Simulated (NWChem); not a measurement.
# SbBrF2; SMILES [Br][Sb]([F])[F]

Computed with NWChem. Structure relaxed at the PBE0/def2-SVP level. def2 effective core potentials on Sb; no spin-orbit coupling.

**Question.** Estimate the computed values for BLYP/def2-SVP. Quantities: highest occupied level (eV); orbital gap (eV); dipole (D).

**Answer.** 
```json
{
  "highest occupied level (eV)": "-7.07",
  "orbital gap (eV)": "4.77",
  "dipole (D)": "3.14"
}
```
